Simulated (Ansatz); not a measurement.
Geometry optimisation, RKS PBE-D4/6-31G in Ansatz 0.2.0.

Input file:

```yaml
crystal:
  periodic: [false, false, false]
  atoms:
    - { symbol: C, position_ang: [-0.8063, 0.9185, 0.4261] }
    - { symbol: O, position_ang: [0.4648, 0.7269, -0.0396] }
    - { symbol: Si, position_ang: [0.8485, -0.7972, -0.5548] }
    - { symbol: Cl, position_ang: [1.1269, -1.9342, 1.1402] }
    - { symbol: H, position_ang: [-0.941, 2.0165, 0.6538] }
    - { symbol: H, position_ang: [-1.0792, 0.3968, 1.3137] }
    - { symbol: H, position_ang: [-1.5626, 0.7485, -0.3657] }
    - { symbol: H, position_ang: [2.2279, -0.769, -1.2449] }
    - { symbol: H, position_ang: [-0.1904, -1.3531, -1.3459] }
basis:
  gaussian: { orbitals: "6-31G" }
hamiltonian:
  xc: pbe
  dispersion: d4
relax:
  f_tol: 0.02
  max_steps: 40
scf:
  lower_state_search: "off"
```

Launched with:

```bash
$ ansatz run input.yaml --threads 1 --pin off --max-ram 2048MiB --backend cpu --events-out ev --progress --plain --runs-dir out
```

**Question.** Where does it end, and by what steps?

**Answer.** It converged. Limits of this set-up: no polarisation functions. After 7 steps the energy has fallen by 0.690 eV; Cl4 moved furthest, 0.29 Å.

```
step  energy less start (eV)  largest force component (eV/Å)  accepted
   0                  0.0000                           3.300       yes
   1                 -0.5817                           1.694       yes
   2                 -0.6758                           0.596       yes
   3                 -0.6745                           0.286        no
   4                 -0.6868                           0.087       yes
   5                 -0.6886                           0.068       yes
   6                 -0.6894                           0.060       yes
   7                 -0.6898                           0.013       yes
```

```xyz
9
Properties=species:S:1:pos:R:3
C -0.887 1.033 0.456
O 0.433 0.753 -0.114
Si 0.922 -0.837 -0.598
Cl 1.048 -2.211 1.126
H -0.973 2.126 0.512
H -0.971 0.604 1.469
H -1.699 0.634 -0.181
H 2.303 -0.670 -1.159
H -0.087 -1.477 -1.529
```

Whether the end is a true minimum wasn't checked by a vibrational analysis.

Time of the run: 31 s on 1 thread of Arm Neoverse N1, on a shared host, peak memory 0.15 GiB.
